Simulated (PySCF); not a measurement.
A run for PySCF: D3(BJ) and D4 dispersion corrections on C2H9N (a complex), monomers drawn apart or pushed together.

```python
from pyscf import gto
from pyscf.dispersion import dftd3, dftd4

mol = gto.M(
    atom='''
    C    -0.00543151   -0.04465795   -0.38546212
    H     0.10063666    0.34509718   -1.39671866
    H    -0.25792949   -1.10336403   -0.43294956
    H     0.93168140    0.08321853    0.15411926
    H    -0.79695280    0.49801530    0.12965853
    C    -0.16448598    0.75417490    3.79806648
    N     0.07038800   -0.68021177    3.64247754
    H     0.22293229    1.07960340    4.76485556
    H    -1.23915729    0.94379438    3.80068838
    H     0.28669097    1.38733539    3.02189538
    H     1.06243433   -0.88440181    3.65003794
    H    -0.28872992   -1.00552461    2.75335781
    ''',
    basis='def2-svp',
    charge=0, spin=0, verbose=0, max_memory=1800)
d3, d4 = {}, {}
for xc in ['hf', 'pbe', 'blyp', 'revpbe', 'tpss', 'r2scan', 'b3lyp', 'pbe0', 'bhlyp', 'camb3lyp', 'b2plyp']:
    d3[xc] = float(dftd3.DFTD3Dispersion(mol, xc=xc, version='d3bj', atm=False).get_dispersion()['energy'])
    print(f'D3(BJ) {xc:10s} {d3[xc]:14.8f} Eh')
for xc in ['hf', 'pbe', 'blyp', 'revpbe', 'tpss', 'r2scan', 'b3lyp', 'pbe0', 'bhlyp', 'camb3lyp', 'b2plyp']:
    d4[xc] = float(dftd4.DFTD4Dispersion(mol, xc={'camb3lyp': 'cam-b3lyp'}.get(xc, xc), atm=True).get_dispersion()['energy'])
    print(f'D4     {xc:10s} {d4[xc]:14.8f} Eh')
```

The log:

```
D3(BJ) hf            -0.04161530 Eh
D3(BJ) pbe           -0.00481703 Eh
D3(BJ) blyp          -0.00939003 Eh
D3(BJ) revpbe        -0.01258635 Eh
D3(BJ) tpss          -0.00579763 Eh
D3(BJ) r2scan        -0.00144804 Eh
D3(BJ) b3lyp         -0.00761187 Eh
D3(BJ) pbe0          -0.00399221 Eh
D3(BJ) bhlyp         -0.00561332 Eh
D3(BJ) camb3lyp      -0.00336086 Eh
D3(BJ) b2plyp        -0.00332509 Eh
D4     hf            -0.01512967 Eh
D4     pbe           -0.00384548 Eh
D4     blyp          -0.00844453 Eh
D4     revpbe        -0.01435369 Eh
D4     tpss          -0.00514624 Eh
D4     r2scan        -0.00113632 Eh
D4     b3lyp         -0.00593156 Eh
D4     pbe0          -0.00324629 Eh
D4     bhlyp         -0.00390610 Eh
D4     camb3lyp      -0.00321127 Eh
D4     b2plyp        -0.00269304 Eh
```

The run finished.

Cost: roughly 0.03 core-seconds.
